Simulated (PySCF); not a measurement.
Species: ClH9Si4.
Cartesian coordinates in Å at the GFN2-xTB level; atoms count from 1:
```xyz
14
ClH9Si4 angstrom
Si    -1.9333    1.1453   -0.1073
Si     0.0394    0.0809    0.5479
Si     1.9630    1.0892   -0.2984
Si     0.0723   -2.2224    0.1848
Cl    -1.7175   -2.8202   -0.5844
H     -2.9393    1.2075    0.9547
H     -1.6700    2.5292   -0.5168
H     -2.5556    0.4788   -1.2514
H      0.1350    0.2237    2.0224
H      2.0126    1.0100   -1.7605
H      2.0418    2.5114    0.0398
H      3.2031    0.4846    0.1929
H      0.2796   -3.0727    1.3571
H      1.0681   -2.6457   -0.8030
```

The calculation used PySCF 2.14.0, density-fitted response routines, TDDFT CAM-B3LYP/def2-SVPD, vertical, gas phase, core orbitals frozen in the response.

Task: List the vertical singlet excitations with oscillator strengths and describe the spectrum.

Result: 

```json
{"state": "S1", "E (eV)": "6.06", "E (hartree)": "0.2228", "f": "0.0051", "|μ| (D)": "0.47", "main configurations (H = HOMO, L = LUMO)": "H→L (92%)"}
{"state": "S2", "E (eV)": "6.47", "E (hartree)": "0.2378", "f": "0.039", "|μ| (D)": "1.27", "main configurations (H = HOMO, L = LUMO)": "H→L+1 (76%), H-1→L+1 (11%)"}
{"state": "S3", "E (eV)": "6.57", "E (hartree)": "0.2414", "f": "0.068", "|μ| (D)": "1.65", "main configurations (H = HOMO, L = LUMO)": "H-1→L (50%), H-1→L+1 (28%)"}
{"state": "S4", "E (eV)": "6.85", "E (hartree)": "0.2516", "f": "0.044", "|μ| (D)": "1.31", "main configurations (H = HOMO, L = LUMO)": "H-1→L+1 (43%), H-1→L (22%), H-2→L (10%)"}
{"state": "S5", "E (eV)": "6.92", "E (hartree)": "0.2542", "f": "0.0046", "|μ| (D)": "0.42", "main configurations (H = HOMO, L = LUMO)": "H-2→L (54%), H→L+2 (17%), H-1→L+2 (9%)"}
{"state": "S6", "E (eV)": "7.10", "E (hartree)": "0.2609", "f": "0.093", "|μ| (D)": "1.86", "main configurations (H = HOMO, L = LUMO)": "H-1→L+2 (42%), H-3→L (15%), H-2→L (13%)"}
{"state": "S7", "E (eV)": "7.18", "E (hartree)": "0.2639", "f": "0.281", "|μ| (D)": "3.21", "main configurations (H = HOMO, L = LUMO)": "H→L+2 (60%), H-1→L+2 (14%)"}
{"state": "S8", "E (eV)": "7.45", "E (hartree)": "0.2739", "f": "0.098", "|μ| (D)": "1.86", "main configurations (H = HOMO, L = LUMO)": "H-3→L (56%)"}
```

Triplets (Tamm–Dancoff): T1 5.53 eV, H→L (78%), H-1→L (10%); T2 5.80 eV, H→L+1 (76%); T3 5.88 eV, H-1→L (46%), H-1→L+1 (28%).

The lowest singlet comes at 205 nm (585 kJ/mol) in the ultraviolet; it is weak; its leading configuration is HOMO→LUMO (92%). The most intense listed level is S7 at 7.18 eV (173 nm, f = 0.281), 1.12 eV above S1. Löwdin shares by element: HOMO silicon 58% or more, chlorine 24% (atoms not listed hold the other 18%); LUMO silicon 61% or more, chlorine 10% (atoms not listed hold the other 29%). The listed states span 1.39 eV, and the widest gap between neighbours is 0.41 eV (S1 to S2). Weighted by f, the mean energy of these states is 7.07 eV. The oscillator strengths of these states sum to 0.632; summed over the whole spectrum of an exact calculation they would give the number of electrons, 82 (Thomas–Reiche–Kuhn). The window holds the lowest 8 singlets.

Time: 32 s of wall time. Hardware: an Arm Neoverse V1 with one thread, on a shared host.

One conformer stands for the species.
